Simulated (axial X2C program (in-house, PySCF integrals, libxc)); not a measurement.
## Curves of NaBe by EOM-EA-CCSD

Calculated with an axial X2C code built on PySCF integrals: two-component X2C with atomic mean-field Coulomb and Gaunt terms, Gaussian nuclei, basis Na dyall-acv3z, Be dyall-acv3z with contracted cores.

Energies in eV from the lowest point of the lowest state; states are followed by energy order within each Ω. Reference: NaBe⁺, 10 electrons correlated in 92 virtual spinors with an MP2 remainder; levels at this size can be off by some tenths of an eV. Masses 22.990 and 9.012 u.

| R (Å) | (1)Ω=1/2 | (2)Ω=1/2 | (1)Ω=3/2 | (3)Ω=1/2 | (4)Ω=1/2 | (2)Ω=3/2 | (5)Ω=1/2 |
| --- | --- | --- | --- | --- | --- | --- | --- |
| 2.665 | 0.0537 | 0.8162 | 0.8169 | 1.4627 | 2.5505 | 2.5511 | 2.8058 |
| 2.781 | 0.0168 | 0.8623 | 0.8630 | 1.4191 | 2.4849 | 2.4855 | 2.7692 |
| 2.897 | 0.0000 | 0.9280 | 0.9286 | 1.4025 | 2.4418 | 2.4424 | 2.7557 |
| 3.027 | 0.0035 | 1.0188 | 1.0239 | 1.4151 | 2.4156 | 2.4180 | 2.7627 |
| 3.158 | 0.0092 | 1.1183 | 1.1231 | 1.4398 | 2.4010 | 2.4035 | 2.7783 |
| 3.332 | 0.0234 | 1.2582 | 1.2627 | 1.4932 | 2.3974 | 2.4000 | 2.8065 |

No minimum in range: (2)Ω=1/2, (1)Ω=3/2, (4)Ω=1/2, (2)Ω=3/2; the order of states may turn beyond it. T1 of the reference reaches 0.011 (Lee–Taylor). Curves followed by order can swap character. Number of frozen shells: Na 1 s; Be 1 s. Roots with under 60 % one-particle weight at any point are counted in the labels but not shown, and the list ends where the roots sought for some Ω run out; states that need a further excitation are missing and may lie low or lowest. Curves with a minimum but no constants failed the fit check.
